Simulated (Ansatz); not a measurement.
C2H6BBrS, SMILES `CC(Br)BS`. Total charge 0; spin multiplicity 1. The geometry is a stationary point of PBE0-D4/def2-TZVP. It is one conformer, not always the lowest.

```xyz
11

C     0.505   -0.939   -0.722
C    -0.694   -0.196   -0.198
Br   -1.496   -1.173    1.331
B    -0.546    1.190    0.523
S     0.970    1.884    1.138
H     0.232   -1.923   -1.105
H     1.265   -1.082    0.049
H     0.951   -0.366   -1.541
H    -1.501   -0.180   -0.930
H    -1.509    1.874    0.686
H     1.823    0.911    0.769
```

Problem. What is the dipole moment at r2SCAN/def2-TZVPP? (Best estimate.)

Solution. Computed: 2.28 D, with components (1.14, -0.53, -1.90) D in this frame, pointing from negative to positive charge.

Problem. And with PBE, B3LYP, ωB97M-V? (Estimate.)

Solution. Computed: PBE 2.16 D, B3LYP 2.20 D, ωB97M-V 2.21 D.

Problem. Give the Mulliken charges with r2SCAN, PBE, B3LYP in def2-TZVPP. (Best estimate.)

Solution. Computed: 
```json
{"atom": "C1", "r2SCAN": "-0.16", "PBE": "-0.26", "B3LYP": "-0.26"}
{"atom": "C2", "r2SCAN": "0.04", "PBE": "0.00", "B3LYP": "0.00"}
{"atom": "Br3", "r2SCAN": "-0.14", "PBE": "-0.11", "B3LYP": "-0.13"}
{"atom": "B4", "r2SCAN": "-0.02", "PBE": "-0.05", "B3LYP": "-0.03"}
{"atom": "S5", "r2SCAN": "-0.13", "PBE": "-0.15", "B3LYP": "-0.15"}
{"atom": "H6", "r2SCAN": "0.06", "PBE": "0.10", "B3LYP": "0.11"}
{"atom": "H7", "r2SCAN": "0.05", "PBE": "0.08", "B3LYP": "0.08"}
{"atom": "H8", "r2SCAN": "0.07", "PBE": "0.10", "B3LYP": "0.10"}
{"atom": "H9", "r2SCAN": "0.10", "PBE": "0.14", "B3LYP": "0.13"}
{"atom": "H10", "r2SCAN": "0.03", "PBE": "0.04", "B3LYP": "0.06"}
{"atom": "H11", "r2SCAN": "0.10", "PBE": "0.11", "B3LYP": "0.10"}
```

B3LYP here is the variant with VWN-RPA as its local correlation; programs differ in this.
